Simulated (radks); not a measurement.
Spherical jellium clusters: N electrons in a uniform positive sphere of charge N and radius rs N^(1/3), rs = 3.38 bohr. Method: non-relativistic Kohn-Sham, exchange-only LDA, spin-polarised, spherical densities; computed with a radial shooting solver with Libxc functionals. Levels are named by radial order and angular momentum (1s, 1p, 1d, 2s, ...), and open shells are averaged over m.

N = 6, configuration 1s2 1p(up 3, down 1). This is the lowest configuration that the search found. Occupied and some empty levels:

level    occupation  eigenvalue (eV)  <r> (bohr)
1s up             1          -4.8348       4.271
1s down           1          -3.9518       4.241
1p up             3          -2.9115       5.432
1p down           1          -2.0210       5.680
1d up             0         -0.85409       6.996
2s up             0         -0.73750       8.229
2s down           0         -0.39308       9.823
1d down           0         -0.20091       8.399

Energy (eV): total -4.41265, kinetic 13.216, external -181.56, Hartree 86.737, exchange-correlation -18.503, background 95.698.

Electron density:

r (bohr)  n(r) (e/bohr^3)
0.217            0.005689
0.763            0.005879
1.31             0.006224
1.85             0.006618
2.40             0.006914
2.94             0.006969
3.49             0.006679
4.04             0.006017
4.58             0.005057
5.13             0.003943
5.67             0.002852
6.22             0.001929
6.76             0.001237
7.31            0.0007653
7.86            0.0004625
8.40            0.0002746
8.95            0.0001612
9.49           0.00009392
10.0           0.00005436
10.6           0.00003159
